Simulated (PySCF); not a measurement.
## Cost against result

Saddle point of SiH₄SO₂, singlet (SiH₄SO₂ ([OH][SiH]([OH])[SH]) → SiH₂O₂ ([OH][Si][OH]) + H₂S; bonds formed: S2–H3; bonds broken: Si1–S2, Si1–H3), PBE0-D4/def2-TZVP structure:

Si1  (-0.193, 0.634, 0.433)
S2  (-1.082, -1.156, -1.166)
H3  (-1.553, -0.190, 0.177)
O4  (0.191, 1.787, -0.651)
O5  (1.221, -0.024, 0.953)
H6  (-0.747, -2.109, -0.281)
H7  (0.979, 1.654, -1.187)
H8  (1.182, -0.597, 1.721)
(Å)

Barriers are electronic and count from the start structure reached by relaxing down the imaginary mode.

Program: PySCF 2.14 with density fitting (its default auxiliary sets; JK sets also for MP2 and CCSD(T)). Basis: as named in each row. Cores are frozen in the correlated methods. B3LYP uses VWN-RPA correlation. Extrapolation: Hartree–Fock as exp(−7.88 √X), correlation as X^−2.97.

Times are rough, for one single point on 4 threads of a shared host (Intel Xeon).

The estimate by CCSD(T) at an estimated basis limit (MP2 extrapolated from triple and quadruple zeta, plus CCSD(T) − MP2 in triple zeta) is 69.02 kcal/mol.

```csv
method,basis,time (s),barrier (kcal/mol),method less estimate
HF,STO-3G,1,104.63,35.61
B3LYP-D4,6-31G,7,54.27,-14.75
MP2,def2-QZVPP,8,70.59,1.56
PBE0-D4,def2-SVP,9,64.29,-4.74
PBE-D4,def2-SVP,9,55.75,-13.28
SPW92,def2-TZVPP,14,55.65,-13.37
PBE0-D4,def2-TZVPP,19,65.16,-3.86
B3LYP-D4,def2-TZVPP,19,64.24,-4.78
BHLYP-D4,def2-TZVPP,19,73.77,4.75
PBE-D4,def2-TZVPP,23,56.92,-12.10
r2SCAN-D4,def2-TZVPP,33,63.49,-5.53
CCSD(T),def2-SVP,85,69.97,0.95
wB97M-V,def2-TZVPP,400,69.79,0.77
CCSD(T),def2-TZVPP,520,69.61,0.59
```

All methods are single points on the PBE0-D4 structures.

T1 diagnostic: at most 0.015. The restricted Hartree–Fock reference is unstable towards an unrestricted one at one or more of these structures.

Losses and insertions of silylenes and their heavier kin drive the gas-phase chemistry of silicon and germanium vapour deposition.

Labels in which every atom is bracketed show which atoms are joined, not bond orders.
